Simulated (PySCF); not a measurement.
Numbering as in the mapped SMILES `[F:1][Si:2]([F:3])([F:4])[SiH:5]([PH2:6])[PH2:7]`. Each H is labelled by its parent atom.

Non-relativistic, fast rotation and ring inversion assumed for equivalent nuclei, gas phase, a single conformation. GFN2-xTB structure; σ from GIAO-PBE0/pcSseg-1; PySCF 2.14.

Chemical shifts δ = σref − σ; 1H (σ = 31.72 ppm) and 29Si (σ = 349.16 ppm) vs TMS; 19F (σ = 170.95 ppm) vs CFCl3; H3PO4 for 31P (σ = 318.38 ppm), all at this level.

```
      atoms  nucleus  count  δ (ppm)
   F1/F3/F4      19F      3   -129.1
H(P6)/H(P7)       1H      4        ?
        Si2     29Si      1    -42.9
     H(Si5)       1H      1        ?
      P6/P7      31P      2   -288.6
        Si5     29Si      1    -77.3
```

Fill in the missing shifts.

Results:


- H(Si5): 4.20 ppm, hydrogen on a silicon bonded to 2 P, Si
- H(P6)/H(P7): 1.42 ppm, hydrogen on a phosphorus bonded to Si

Unscaled 19F shifts against computed CFCl3 carry errors that often reach 10 to 50 ppm. Experimental scales use liquid or dissolved standards, which lie at an offset from isolated H3PO4.
